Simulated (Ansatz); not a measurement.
Species: sum formula AlOCl$_{2}$H (charge 0, singlet). 
Structure (B3LYP-D3(BJ)/def2-TZVP (Ansatz, a first-principles code) minimum search):
SMILES: [OH][Al]([Cl])[Cl]
```xyz
5

O     -1.9343    -0.6046    -0.1661
Al    -0.3350    -0.1053    -0.0291
Cl     1.2387    -1.2612    -0.7676
Cl     0.0571     1.7102     0.9021
H     -2.1996    -1.4271    -0.5810
```
Charge 0, spin multiplicity 1.

Wanted: atomisation energy (electronic, to ground-state atoms), in kcal/mol. Cores are frozen in the correlated levels unless marked. UHF or UKS for open shells. Spin-orbit coupling is left out. Non-relativistic. The coupled-cluster limit lacks core correlation, which all-electron functionals hold. CBS marks a two-point X^-3 extrapolation of the correlation energy; Hartree-Fock from the larger set (for Q and 5 zeta extrapolated as (X+1)exp(-9√X)).

```
level                                        program  atomisation energy (kcal/mol)
------------------------------------  --------------  -----------------------------
r2SCANh-D4/def2-TZVPD                 Ansatz + dftd4                          428.2
CAM-B3LYP-D4/def2-TZVPD               Ansatz + dftd4                          423.4
wB97X/def2-TZVPD                              Ansatz                     (withheld)
SCS-MP2/aug-cc-pV(T+d)Z                       Ansatz                          428.9
CCSD/cc-pV(D+d)Z                              Ansatz                     (withheld)
CCSD(T)/CBS(cc-pV(Q+d)Z,cc-pV(5+d)Z)          Ansatz                     (withheld)
```

Question: Complete the blanks.

Answer: 
- wB97X/def2-TZVPD, atomisation energy (kcal/mol): 426.7
- CCSD/cc-pV(D+d)Z, atomisation energy (kcal/mol): 380.7
- CCSD(T)/CBS(cc-pV(Q+d)Z,cc-pV(5+d)Z), atomisation energy (kcal/mol): 434.1
